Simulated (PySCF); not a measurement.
PySCF 2.14 output of an unrestricted r2SCANh calculation on a single atom or ion in aug-cc-pVDZ-DK (6s5p3d, 36 functions), with the spin-free X2C one-electron Hamiltonian (Gaussian nucleus):

```
SCF conv_tol = 1e-09
number electrons alpha = 17  beta = 15
    M. Bursch, H. Neugebauer, S. Ehlert, and S. Grimme.,  J. Chem. Phys. 156, 134105 (2022)
cycle= 1 E= -1943.71061000349  delta_E= -0.00955  |g|= 0.0505  |ddm|= 0.493
cycle= 2 E= -1943.71160843156  delta_E= -0.000998  |g|= 0.0264  |ddm|= 0.149
cycle= 3 E= -1943.71188477988  delta_E= -0.000276  |g|= 0.00282  |ddm|= 0.0394
cycle= 4 E= -1943.71189552599  delta_E= -1.07e-05  |g|= 0.000876  |ddm|= 0.0245
cycle= 5 E= -1943.71189701816  delta_E= -1.49e-06  |g|= 5.17e-05  |ddm|= 0.00625
cycle= 6 E= -1943.71189702245  delta_E= -4.28e-09  |g|= 1.16e-05  |ddm|= 0.000813
cycle= 7 E= -1943.71189702276  delta_E= -3.12e-10  |g|= 1.16e-06  |ddm|= 9.86e-05
converged SCF energy = -1943.71189702276  <S^2> = 2.0049686  2S+1 = 3.0033106
```

The run itself started from symmetry-adapted Hartree-Fock orbitals and held the occupation by maximum overlap, on a logarithmic radial grid, so the iterations belong to that start.

Task: Which element, charge and spin multiplicity is this?

Result: Ga⁻ (gallium, charge -1), multiplicity 3; the state was [Ar] 3d10 4s2 4p2, high-spin 3P determinant.

At r2SCANh the highest occupied level has a positive energy, so only the finite basis holds that electron; in a semilocal or global hybrid functional this comes from self-interaction and does not mean that the real anion is unbound.
